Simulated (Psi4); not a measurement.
Psi4 input (wB97X-D/6-31G*):

```
memory 1500 MB

molecule {
0 2
Si   -0.07963600   -0.12208800    0.36432600
O     1.34571800   -0.55284800    0.02732200
F    -1.07231600    0.68133400   -0.59101600
symmetry c1
no_reorient
no_com
}

set {
  basis 6-31G*
  reference uks
  scf_type pk
  dft_radial_points 99
  dft_spherical_points 590
  e_convergence 1e-8
  d_convergence 1e-7
  maxiter 150
}

e = energy('wb97x-d')
print_out(f'\nFINAL {e:.10f} DIPOLE {variable("CURRENT DIPOLE")[0]:.6f} {variable("CURRENT DIPOLE")[1]:.6f} {variable("CURRENT DIPOLE")[2]:.6f}\n')
```

From the output:

```
  HONO-1 :   15  A 1.9980877
  HONO-0 :   16  A 1.0000000
  LUNO+0 :   17  A 0.0019123
  LUNO+1 :   18  A 0.0003033
  LUNO+2 :   19  A 0.0001807
  LUNO+3 :   20  A 0.0000416

Computation Completed

Properties will be evaluated at   0.000000,   0.000000,   0.000000 [a0]

Properties computed using the SCF density matrix

 Multipole Moments:

 ------------------------------------------------------------------------------------
     Multipole            Electronic (a.u.)      Nuclear  (a.u.)        Total (a.u.)
 ------------------------------------------------------------------------------------

 L = 1.  Multiply by 2.5417464519 to convert [e a0] to [Debye]
 Dipole X            :         -0.8727666           -0.0000076           -0.8727742
 Dipole Y            :          0.1683022           -0.0000189            0.1682833
 Dipole Z            :          0.4320693           -0.0000076            0.4320617
 Magnitude           :                                                    0.9882972

 ------------------------------------------------------------------------------------

FINAL -464.4844842051 DIPOLE -0.872774 0.168283 0.432062

*** Psi4 exiting successfully. Buy a developer a beer!
```

The geometry given is a B3LYP-D3(BJ)/def2-TZVP minimum.
